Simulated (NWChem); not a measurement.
System: C$_{2}$H$_{7}$Ga; SMILES [CH3][GaH][CH3]

Here is an NWChem input.

```
start job
memory heap 200 mb stack 900 mb global 1100 mb
geometry units angstroms noautoz
  Ga     0.000000     0.000000    -0.333396
  H      0.000000     0.000000    -1.914683
  C     -1.732571     0.005177     0.606514
  H     -2.369466     0.825147     0.236511
  H     -1.631930     0.101702     1.697436
  H     -2.274643    -0.931300     0.391404
  C      1.732571    -0.005177     0.606514
  H      2.274643     0.931300     0.391404
  H      2.369466    -0.825147     0.236511
  H      1.631930    -0.101702     1.697436
end
basis spherical
  * library def2-svpd
end
dft
  xc b3lyp
  iterations 150
end
tddft
  cis
  nroots 6
  notriplet
end
task tddft energy
```

Geometry: optimised at PBE0/def2-SVP. B3LYP is NWChem's, with the RPA form of VWN correlation.

Vertical excitations in the gas phase.

Question: Predict the main results of this run. (B3LYP/def2-SVPD, TDA.) Quantities: lowest excitation, singlet (eV); oscillator strength of that lowest state; lowest state with f > 0.02, singlet (eV); oscillator strength of that bright state; orbital gap (eV).

Answer: 
| Item | Result |
|---|---|
| lowest excitation, singlet (eV) | 5.09 |
| oscillator strength of that lowest state | 0.000 |
| lowest state with f > 0.02, singlet (eV) | 6.61 |
| oscillator strength of that bright state | 0.103 |
| orbital gap (eV) | 6.25 |
